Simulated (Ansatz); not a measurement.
Geometry optimisation, UKS r2SCAN/STO-3G in Ansatz 0.2.0.

Input file:

```yaml
crystal:
  periodic: [false, false, false]
  atoms:
    - { symbol: Li, position_ang: [-2.04069, 2.14253, -3.33098] }
    - { symbol: Si, position_ang: [-0.48107, 1.78207, -1.31158] }
    - { symbol: Al, position_ang: [-0.09598, -0.10238, 0.12708] }
    - { symbol: Si, position_ang: [0.80188, -1.64296, 1.84541] }
    - { symbol: H, position_ang: [-0.5597, 2.68129, -0.08291] }
    - { symbol: H, position_ang: [1.03586, 1.89405, -1.47099] }
    - { symbol: H, position_ang: [-0.74897, -1.62651, 0.10155] }
    - { symbol: H, position_ang: [0.35511, -2.53347, 2.95218] }
    - { symbol: H, position_ang: [1.73357, -2.59461, 1.17024] }
total_charge: 1
magnetization:
  spin_polarized: true
basis:
  gaussian: { orbitals: STO-3G }
hamiltonian:
  xc: r2scan
relax:
  f_tol: 0.02
  max_steps: 40
```

Launched with:

```bash
$ ansatz run input.yaml --threads 1 --pin off --max-ram 2048MiB --backend cpu --events-out ev --progress --plain --runs-dir out
```

Task: Where does it end, and by what steps?

Result: The run converged. Limits of this set-up: minimal basis. After 15 steps the energy has fallen by 2.867 eV; H7 moved furthest, 1.39 Å. Parted: Al3–H7 (1.66 → 3.10 Å). Joined: Si4–H7 (2.33 → 1.45 Å).

```
step  energy less start (eV)  largest force component (eV/Å)  accepted
   0                  0.0000                           1.972       yes
   1                 -0.7438                           0.577       yes
   2                 -0.9784                           0.460       yes
   3                 -1.1359                           0.565       yes
   4                 -1.2556                           0.815       yes
   5                 -1.3886                           0.837       yes
   6                 -1.8037                           0.983       yes
   7                 -2.2492                           1.026       yes
   8                 -2.5066                           1.337       yes
   9                 -2.7232                           0.493       yes
  10                 -2.8160                           0.420       yes
  11                 -2.8504                           0.242       yes
  12                 -2.8622                           0.121       yes
  13                 -2.8658                           0.078       yes
  14                 -2.8666                           0.029       yes
  15                 -2.8669                           0.012       yes
```

```xyz
9
Properties=species:S:1:pos:R:3
Li -1.955 1.687 -2.821
Si -0.276 1.955 -1.126
Al 0.122 0.087 0.093
Si 0.363 -1.924 1.206
H -0.555 2.911 -0.067
H 1.069 2.274 -1.575
H -0.500 -2.905 0.584
H -0.013 -1.739 2.591
H 1.744 -2.348 1.115
```

Whether the end is a true minimum wasn't checked by a vibrational analysis.

Run time: 76 s on 1 thread of Arm Neoverse V2 (shared host), peak memory 0.21 GiB.
